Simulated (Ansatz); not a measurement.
Calculation: CAM-B3LYP-D3(BJ)/def2-TZVP run with Ansatz (a quantum-chemistry and plane-wave program). No frequencies were computed at this level.

Ansatz 0.2 input:
```yaml
crystal:
  periodic: [false, false, false]
  atoms:
    - { symbol: O, position_ang: [-0.998631, 0.230716, -0.002581] }
    - { symbol: B, position_ang: [0.175374, 0.774342, 0.00985] }
    - { symbol: I, position_ang: [2.046381, -0.296958, 0.006828] }
    - { symbol: H, position_ang: [-1.223125, -0.7081, -0.014097] }
basis:
  gaussian: { orbitals: def2-tzvp }
hamiltonian:
  xc: cam_b3lyp
  dispersion: d3bj
relax:
  max_steps: 150
magnetization:
  spin_polarized: true
  initial_magnetization: 1
```

Output:

```
Functional definition: CAM-B3LYP
775 factors; their error is unknown
215 factors; integrals over basis functions are off by at most 7.3e-6 eV
mean field evaluation 1: about -10836.6864 eV, gradient 3.4e1 eV
mean field evaluation 2: about -10833.1014 eV, gradient 4.8e1 eV
mean field evaluation 4: about -10840.4922 eV, gradient 1.3e0 eV
mean field evaluation 8: about -10840.7213 eV, gradient 4.0e-1 eV
mean field evaluation 16: about -10840.7216 eV, gradient 6.4e-5 eV
mean field -10840.72160104 eV, -398.3891707332 hartree, gradient 2.5e-5 eV, S^2 0.754138; 0 other end points of the search recorded, 0 dependent functions left out
reference -10840.72169780 eV, -398.3891742889 hartree; 20, 19 occupied and 98, 99 virtual orbitals, 775 factors
relax step   1: F+E_penalty+E_count = -10840.78751877 eV  Δ(F+E_penalty+E_count) = +0.000e0 eV  max|allowed force component| = 1.255e0 eV/Å  Δτ_max = 0.0000 Å  (33 SCF iters, accepted)
these checks for a lower state are left out or cut short: starts, cluster_reference, orbital_swaps, neighbouring_geometries, increment
775 factors; their error is unknown
215 factors; integrals over basis functions are off by at most 7.3e-6 eV
mean field -10840.73728735 eV, -398.3897471944 hartree, gradient 2.6e-5 eV, S^2 0.754198; 0 other end points of the search recorded, 0 dependent functions left out
reference -10840.73738432 eV, -398.3897507582 hartree; 20, 19 occupied and 98, 99 virtual orbitals, 775 factors
relax step   2: F+E_penalty+E_count = -10840.80293246 eV  Δ(F+E_penalty+E_count) = -1.541e-2 eV  max|allowed force component| = 6.291e-1 eV/Å  Δτ_max = 0.0268 Å  (37 SCF iters, accepted)
these checks for a lower state are left out or cut short: starts, cluster_reference, orbital_swaps, neighbouring_geometries, increment
775 factors; their error is unknown
215 factors; integrals over basis functions are off by at most 7.3e-6 eV
mean field evaluation 32: about -10840.7490 eV, gradient 1.9e-5 eV
mean field -10840.74904033 eV, -398.3901791086 hartree, gradient 1.9e-5 eV, S^2 0.754144; 0 other end points of the search recorded, 0 dependent functions left out
reference -10840.74913729 eV, -398.3901826717 hartree; 20, 19 occupied and 98, 99 virtual orbitals, 775 factors
relax step   3: F+E_penalty+E_count = -10840.81473474 eV  Δ(F+E_penalty+E_count) = -1.180e-2 eV  max|allowed force component| = 2.253e-1 eV/Å  Δτ_max = 0.0196 Å  (37 SCF iters, accepted)
these checks for a lower state are left out or cut short: starts, cluster_reference, orbital_swaps, neighbouring_geometries, increment
775 factors; their error is unknown
215 factors; integrals over basis functions are off by at most 7.2e-6 eV
mean field -10840.76061281 eV, -398.3906043893 hartree, gradient 9.7e-6 eV, S^2 0.753984; 0 other end points of the search recorded, 0 dependent functions left out
reference -10840.76070956 eV, -398.3906079447 hartree; 20, 19 occupied and 98, 99 virtual orbitals, 775 factors
relax step   4: F+E_penalty+E_count = -10840.82663645 eV  Δ(F+E_penalty+E_count) = -1.190e-2 eV  max|allowed force component| = 2.569e-1 eV/Å  Δτ_max = 0.0587 Å  (38 SCF iters, accepted)
these checks for a lower state are left out or cut short: starts, cluster_reference, orbital_swaps, neighbouring_geometries, increment
775 factors; their error is unknown
215 factors; integrals over basis functions are off by at most 7.1e-6 eV
mean field -10840.76250252 eV, -398.3906738348 hartree, gradient 2.3e-5 eV, S^2 0.753931; 0 other end points of the search recorded, 0 dependent functions left out
reference -10840.76259913 eV, -398.3906773852 hartree; 20, 19 occupied and 98, 99 virtual orbitals, 775 factors
relax step   5: F+E_penalty+E_count = -10840.82868427 eV  Δ(F+E_penalty+E_count) = -2.048e-3 eV  max|allowed force component| = 1.056e-1 eV/Å  Δτ_max = 0.0230 Å  (38 SCF iters, accepted)
these checks for a lower state are left out or cut short: starts, cluster_reference, orbital_swaps, neighbouring_geometries, increment
775 factors; their error is unknown
215 factors; integrals over basis functions are off by at most 7.1e-6 eV
mean field -10840.76270788 eV, -398.3906813818 hartree, gradient 2.0e-5 eV, S^2 0.753929; 0 other end points of the search recorded, 0 dependent functions left out
reference -10840.76280446 eV, -398.3906849309 hartree; 20, 19 occupied and 98, 99 virtual orbitals, 775 factors
relax step   6: F+E_penalty+E_count = -10840.82892332 eV  Δ(F+E_penalty+E_count) = -2.391e-4 eV  max|allowed force component| = 1.034e-3 eV/Å  Δτ_max = 0.0039 Å  (39 SCF iters, accepted)
775 factors; their error is unknown
215 factors; integrals over basis functions are off by at most 7.1e-6 eV
mean field evaluation 64: about -10840.5340 eV, gradient 1.3e0 eV
mean field -10840.76270788 eV, -398.3906813818 hartree, gradient 1.9e-5 eV, S^2 0.753929; 1 other end points of the search recorded, 0 dependent functions left out
reference -10840.76280446 eV, -398.3906849309 hartree; 20, 19 occupied and 98, 99 virtual orbitals, 775 factors
Total energy: -10840.82901990 eV, -398.3931183034 hartree
Atom 0 at    -1.046973     0.254164    -0.002283 Å, force    -0.000178    -0.000714     0.000020 eV/Å
Atom 1 at     0.163202     0.774879     0.009746 Å, force    -0.000195    -0.000334    -0.000026 eV/Å
Atom 2 at     2.015515    -0.319976     0.006332 Å, force     0.000033     0.000014     0.000008 eV/Å
Atom 3 at    -1.131744    -0.709068    -0.013795 Å, force     0.000341     0.001034    -0.000002 eV/Å
Dipole moment:    -0.198934    -0.324842    -0.004730 e Å
```

Cost: very roughly 30 core-seconds.
